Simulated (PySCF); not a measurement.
## Atomic charges against the basis set

CH₆O₃Si₂.
Bonds: O1–C2 (double), C2–O3, C2–Si4, Si4–O5, O5–Si6. Hydrogens: H7 on O3; H8, H9 on Si4; H10, H11, H12 on Si6.

PBE0 throughout (PySCF), one geometry, spherical d and f functions. Geometry: PBE0-D3(BJ)/def2-SVP, one conformer, isolated molecule. The first 7 of 9 kinds of atom are listed.

Mulliken charges (e):

```tsv
basis	functions	O1	C2	O3	Si4	O5	Si6	H7
pcSseg-0	74	-0.473	+0.161	-0.575	+1.187	-1.037	+0.816	+0.377
6-31G*	104	-0.412	+0.355	-0.566	+0.677	-0.679	+0.609	+0.427
cc-pVDZ	122	-0.250	+0.100	-0.172	+0.540	-0.518	+0.447	+0.153
def2-SVP	122	-0.259	+0.034	-0.197	+0.690	-0.589	+0.584	+0.184
aug-cc-pVDZ	200	-0.443	+0.591	-0.416	+0.067	-1.061	-0.282	+0.117
6-311+G(2d,p)	214	-0.416	+0.098	-0.338	+0.963	-0.975	+0.665	+0.299
def2-TZVP	234	-0.315	+0.202	-0.356	+0.366	-0.400	+0.302	+0.319
cc-pVTZ	272	-0.292	+0.180	-0.249	+0.367	-0.341	+0.285	+0.211
IGLO-III	288	-0.445	+0.280	-0.397	+0.909	-0.668	+0.880	+0.295
pcSseg-2	314	-0.423	+0.243	-0.316	+0.855	-0.730	+0.802	+0.223
```

IAO charges (e):

```
        basis  functions      O1      C2      O3     Si4      O5     Si6      H7
     pcSseg-0         74  -0.410  +0.218  -0.427  +0.839  -0.801  +0.698  +0.352
       6-31G*        104  -0.437  +0.268  -0.461  +0.944  -0.857  +0.834  +0.361
      cc-pVDZ        122  -0.432  +0.269  -0.459  +0.929  -0.853  +0.824  +0.361
     def2-SVP        122  -0.432  +0.262  -0.455  +0.945  -0.853  +0.843  +0.361
  aug-cc-pVDZ        200  -0.446  +0.281  -0.477  +0.935  -0.862  +0.825  +0.372
6-311+G(2d,p)        214  -0.449  +0.275  -0.478  +0.970  -0.880  +0.860  +0.372
    def2-TZVP        234  -0.449  +0.276  -0.476  +0.981  -0.885  +0.872  +0.370
      cc-pVTZ        272  -0.446  +0.277  -0.475  +0.966  -0.877  +0.857  +0.370
     IGLO-III        288  -0.449  +0.275  -0.479  +0.979  -0.884  +0.868  +0.373
     pcSseg-2        314  -0.449  +0.275  -0.478  +0.979  -0.883  +0.870  +0.372
```

Which scheme is steadiest as the basis changes?

Largest range over the bases for any column: IAO 0.17 e, Mulliken 1.16 e. IAO charges move least and Mulliken charges most, counted in e.

How much do the charges still move between the two largest bases, IGLO-III and pcSseg-2?

At most, over all atoms: Mulliken 0.081 e, IAO 0.001 e.

What do the same runs give for the total energy, the frontier levels and the dipole moment?

```
        basis  energy (Eh)  HOMO (eV)  LUMO (eV)  μ (D)
     pcSseg-0    -844.5690      -8.14      -0.80   1.66
       6-31G*    -845.8706      -7.76      -0.40   1.59
      cc-pVDZ    -845.9225      -7.76      -0.48   1.67
     def2-SVP    -845.5358      -7.89      -0.61   1.68
  aug-cc-pVDZ    -845.9486      -8.02      -0.89   1.57
6-311+G(2d,p)    -846.0304      -8.08      -0.94   1.57
    def2-TZVP    -846.0624      -8.02      -0.85   1.60
      cc-pVTZ    -846.0509      -7.97      -0.77   1.63
     IGLO-III    -846.0655      -8.05      -0.91   1.58
     pcSseg-2    -846.0742      -8.07      -0.88   1.58
```

The dipole is fixed by the density alone, so its range of 0.11 D shows that the density itself changes with the basis, not only its division among atoms.
